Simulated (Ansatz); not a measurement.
Energy profile

The step: AlH₃ + H₂O + NH₃ → AlNH₄ ([NH2][AlH2]) + H₂O + H₂; bonds formed: H2–H7, H5–O8; dative contacts that become bonds: Al1–N6; bonds broken: Al1–H2, H5–N6, H7–O8 (atoms numbered as in the saddle structure below).

```xyz
11
angstrom
Al -0.4444 -1.2456 -0.2679
H 1.0825 -1.0510 0.6226
H 0.0046 -2.0877 -1.5379
H -1.4211 -1.7948 0.8615
H 0.3073 1.1457 0.0722
N -0.7808 0.5854 -0.6423
H 1.2171 -0.1114 0.6860
O 1.2769 1.1996 0.6280
H -0.7150 0.8488 -1.6188
H -1.6723 0.9271 -0.3031
H 1.1452 1.5841 1.4995
```

Electronic energies by CCSD(T) at an estimated basis limit (MP2 extrapolated from triple and quadruple zeta, plus CCSD(T) − MP2 in triple zeta), on PBE0-D4/def2-TZVP structures; AlNH$_{8}$O, closed shell; no counterpoise correction. Program: Ansatz 0.2.0. Basis: def2-TZVPP and def2-QZVPP. Cores are frozen in the correlated methods. Extrapolation: Hartree–Fock as exp(−7.88 √X), correlation as X^−2.97.

Task: Give the profile in kcal/mol, counted from the separated reactants. (An estimate is asked for; the value comes from the calculation.)

Result: By the calculation:
```json
{"point": "separated: AlH$_{3}$ (Al1, H2, H3, H4; singlet) + NH$_{3}$ (H5, N6, H9, H10; singlet) + H$_{2}$O (H7, O8, H11; singlet)", "kcal/mol": "0.00"}
{"point": "start structure", "kcal/mol": "-39.55"}
{"point": "saddle", "kcal/mol": "-11.28"}
{"point": "end structure", "kcal/mol": "-25.56"}
{"point": "separated: AlNH$_{4}$ (linked as [NH2][AlH2]; Al1, H3, H4, N6, H9, H10; singlet) + H$_{2}$ (H2, H7; singlet) + H$_{2}$O (H5, O8, H11; singlet)", "kcal/mol": "-19.98"}
```
The saddle lies below the separated reactants: the barrier is submerged.

The T1 diagnostic stays at or below 0.012.

The step is the kind of exchange with an N–H group that builds nitride films in atomic layer and chemical vapour deposition.

For scale, one of the runs: CCSD(T)/def2-TZVPP, 216 basis functions, launched by `ansatz run in.yaml --threads 4 --pin off --events-out ev --progress --plain --max-ram 9574MiB`. The run took 24 s on 4 CPU threads of an Intel Xeon Platinum 8375C (shared host), with 3.2 GiB of host memory at its peak.
